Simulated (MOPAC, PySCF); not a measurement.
C₅H₈, SMILES `C=CCC=C` (C–C–C–C torsion -122°, C–C–C–C torsion 122°), neutral singlet in the gas phase. 

Cartesian coordinates (Å):
SMILES: C=CCC=C
```xyz
13

C     -2.1743     0.5270    -0.3166
C     -1.2121    -0.3798    -0.3932
C     -0.0577    -0.4842     0.5546
C      1.2630    -0.3897    -0.1442
C      2.1979     0.5095     0.1232
H     -2.1847     1.2767     0.4688
H     -2.9865     0.5542    -1.0339
H     -1.2355    -1.1125    -1.1983
H     -0.1131    -1.4556     1.0663
H     -0.1321     0.2887     1.3244
H      1.4405    -1.1233    -0.9291
H      2.0577     1.2596     0.8957
H      3.1369     0.5295    -0.4178
```
Charge 0, multiplicity 1.

All levels are single points at this geometry (PBE0-D4/def2-TZVP); Pople sets use spherical d functions. Orbital energies aren't observables, and empty levels follow the basis.

| level | HOMO (eV) | LUMO (eV) | gap (eV) | dipole (D) | vertical IE, Delta-SCF (eV) |
|---|---|---|---|---|---|
| PBE0-D4/def2-TZVP in PySCF | -7.44 | 0.01 | 7.45 | 0.30 | – |
| BP86/6-31G* in PySCF | -6.04 | -0.58 | 5.46 | 0.31 | – |
| SVWN5/6-31G* in PySCF | -6.09 | -0.67 | 5.42 | 0.33 | – |
| HF/3-21G in PySCF | -9.79 | 4.67 | 14.46 | 0.24 | – |
| HF/6-31G* in PySCF | -9.67 | 4.61 | 14.28 | 0.25 | – |
| AM1 in MOPAC | -10.11 | 1.19 | 11.30 | 0.15 | – |
| PM3 in MOPAC | -10.17 | 1.02 | 11.19 | 0.17 | – |
| PM6 in MOPAC | -10.18 | 1.09 | 11.27 | 0.47 | – |
| PM7 in MOPAC | -10.24 | 0.95 | 11.19 | 0.41 | – |
